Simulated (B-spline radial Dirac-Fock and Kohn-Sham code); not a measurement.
f′ and f″ of Rb, 797.7 eV to 6.4039 keV

Method: the dispersion relation over Dirac-Hartree-Slater subshell photoionisation cross sections, with the Kissel-Pratt high-energy constant (isolated atom, no bound-bound lines or fine structure). Computed with a radial atomic solver. The forward scattering factor is f₀ + f′ + i f″.

Input file task.json (cfg lists n, l and occupation; rrms is the nuclear radius in fm):

```json
{"items": [{
  "Z": 37,
  "q": 0,
  "cfg": [[1, 0, 2], [2, 0, 2], [2, 1, 6], [3, 0, 2], [3, 1, 6], [3, 2, 10], [4, 0, 2], [4, 1, 6], [5, 0, 1]],
  "A": 85,
  "rrms": 4.2036,
  "do": "dispersion",
  "hv": [797.7, 942.5, 1000.0, 1182.0, 1251.0, 1253.6, 1486.9, 2000.0, 2154.0, 2306.0, 2702.0, 2984.4, 3177.0, 4000.0, 4510.9, 5198.0, 5414.7, 6000.0, 6403.9, 6930.3, 7542.0, 7974.0, 8047.8, 8568.0, 9251.7, 12000.0, 14480.0, 15000.0, 16180.0, 17479.3, 22162.9, 23180.0, 23520.0, 24209.8, 25860.0, 28630.0, 30000.0, 31190.0, 33680.0, 35240.0, 38510.0, 40000.0, 55340.0, 65300.0],
  "edges": {"K": 15200.0, "L1": 2065.0, "L2": 1864.0, "L3": 1804.0, "M1": 326.7, "M2": 248.7, "M3": 239.1, "M4": 113.0, "M5": 112.0}
}]}
```

Run with: `python xray2_run.py task.json out`

Edges near this range: L1 2065.0 eV, L2 1864.0 eV, L3 1804.0 eV.

```
hν (eV)  λ (Å)  f′ (e)  f″ (e)  tabulated f′  tabulated f″
  797.7  15.54  -7.425   8.549             –          7.74
  942.5  13.15  -7.261   6.952             –          6.30
   1000  12.40       ?       ?             ?             ?
   1182  10.49  -7.692   5.161         -7.71          4.49
   1251  9.911  -7.947   4.777         -8.01          4.11
 1253.6  9.890  -7.958   4.763         -8.02          4.10
 1486.9  8.338  -9.412   3.753         -9.54          3.16
   2000  6.199  -9.902  13.772        -10.33         13.37
   2154  5.756  -6.698  14.156         -6.66         13.67
   2306  5.377  -4.458  12.820         -4.47         12.44
   2702  4.589  -1.825  10.123         -1.82          9.87
 2984.4  4.154  -0.960   8.700         -0.96          8.49
   3177  3.903  -0.590   7.894         -0.58          7.68
   4000  3.100   0.059   5.460          0.07          5.26
 4510.9  2.749   0.129   4.481          0.14          4.27
   5198  2.385   0.086   3.537          0.09          3.34
 5414.7  2.290   0.057   3.301          0.07          3.11
   6000  2.066  -0.040   2.773         -0.03          2.61
 6403.9  1.936  -0.115   2.479         -0.10          2.34
```

Question: What are f′ and f″ at 1000 eV?

Answer: f′ = -7.297 and f″ = 6.442 electrons (tables: -7.27 and 5.84). By the optical theorem f″ corresponds to a photoabsorption cross section 2 rₑ λ f″ = 450000 b.

Tabulated f′: xraylib 4.2 anomalous scattering factors (Cullen et al., EPDL97); f″: Chantler's tables (J. Phys. Chem. Ref. Data 1995 and 2000). Both are theoretical tables.
